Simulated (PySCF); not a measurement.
**Computed vibrations of [Eu(HCN)]3+**

[Eu(HCN)]3+ (singlet in the valence; each metal's 4f electrons, 6 of them, lie in its core potential, out of spins and levels). PySCF 2.14.0, RKS PBE, Eu lcecp-1-SVP with ECP52, N def2-SVP, C def2-SVP, H def2-SVP; non-relativistic Hamiltonian with scalar-relativistic core potentials where named; density fitting; no spin-orbit coupling. Central differences of gradients.

```xyz
4

Eu    0.0000    0.0000   -0.4299
N     0.0000    0.0000    1.8241
C     0.0000    0.0000    3.0037
H     0.0000    0.0000    4.1284
```

Run from Python with OMP_NUM_THREADS=2. Where DIIS fails, smearing, a level shift and second-order steps follow.
It took 20 s on 2 threads of Arm Neoverse V1, on a shared host.

Task: What are the harmonic wavenumbers and infrared intensities?

Result: Modes are labelled in C∞v; negative numbers are unstable modes, those under 60 cm⁻¹ near the noise; a finer grid moves soft modes by up to 10 cm⁻¹.
```json
{"cm⁻¹": "258", "km/mol": "73.3", "symmetry": "π"}
{"cm⁻¹": "258", "km/mol": "73.3", "symmetry": "π"}
{"cm⁻¹": "386", "km/mol": "29.7", "symmetry": "σ+"}
{"cm⁻¹": "827", "km/mol": "14.3", "symmetry": "π"}
{"cm⁻¹": "827", "km/mol": "14.3", "symmetry": "π"}
{"cm⁻¹": "2050", "km/mol": "777.5", "symmetry": "σ+"}
{"cm⁻¹": "3064", "km/mol": "251.2", "symmetry": "σ+"}
```

Task: Is this a minimum?

Result: Yes. Ideal gas at 298.15 K and 1 bar: S = 282.9 J/(mol K), Cp = 55.1 J/(mol K), H − H(0 K) = 12.4 kJ/mol (rigid rotor, harmonic modes, spin degeneracy alone, that of the 4f electrons in the core included).

An lcecp potential fixes the number of 4f electrons, so in runs with it no electron can move into or out of that shell.
